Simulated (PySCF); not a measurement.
**Spinor energies of S¹⁴⁺ (sulfur, charge +14)**

Start: 1s2. Calculated with PySCF 2.14 in an even-tempered Gaussian basis (15 s from 11 bohr⁻², ratio 2.4; 8 p from 14 bohr⁻², ratio 2.4; 3 d from 44 bohr⁻², ratio 2.6; 3 f from 67 bohr⁻², ratio 2.6): generalised Hartree-Fock with the X2C-1e Hamiltonian and a Gaussian nucleus; one run each with spin-orbit coupling (SO) switched off, then screened by Boettger's factors.

| spinor shell | electrons | ε, spin-free (eV) | ε, screened SO (eV) | weight of nominal j (screened SO) | rms radius, screened SO (bohr) |
| --- | --- | --- | --- | --- | --- |
| 1s1/2 | 2 | -3225.4 | -3225.4 | 1.000 | 0.110 |

```csv
quantity,spin-free,screened SO
E (hartree),-246.91401,-246.91401
M_J,0,0
⟨J²⟩,0.000,0.000
⟨L²⟩,0.000,0.000
⟨S²⟩,0.000,0.000
```

Without spin-orbit coupling the j labels of p, d and f shells carry no meaning; the spin-free column gives the mean over the occupied spinors of each nl shell.
